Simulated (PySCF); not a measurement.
## Dy⁴⁹⁺: ionisation energy

Dy⁴⁹⁺ [Ne] 3s2 3p5 (2P) → Dy⁵⁰⁺ [Ne] 3s2 3p4 (3P), as a difference of total energies. Computed with PySCF 2.14 in an uncontracted even-tempered set (17 s from 11 bohr⁻², ratio 2.5; 12 p from 14 bohr⁻², ratio 2.5; 4 d from 60 bohr⁻², ratio 2.7; 4 f from 90 bohr⁻², ratio 2.7), with the spin-free X2C one-electron Hamiltonian (Gaussian nucleus). Correlated levels: outer shells: 1s2 frozen; virtual orbitals above 40 to 60 times the deepest correlated orbital energy dropped. The calculations carry no spin-orbit coupling.

```csv
method,ionisation energy (eV)
UHF,4470.8
LDA,4472.8
PBE0,4473.4
BLYP,4473.7
BP86,4474.5
MP2 (outer shells),4471.9
SCS-MP2 (outer shells),4471.8
```

Estimate what r2SCAN gives.

4473.8 eV, closest to BLYP among the rows shown.

Estimate what PBE gives.

4473.5 eV, closest to PBE0 among the rows shown.

Spin-orbit coupling is strong in these open shells (close to jj coupling). The scalar numbers leave it out and a first-order estimate fails, so it can dominate the gap to the real levels.

Breit and QED terms and the two-electron picture change are absent.

For comparison: 4407 ± 4 eV (theoretical estimate listed by NIST; NIST Atomic Spectra Database, ionization energies).
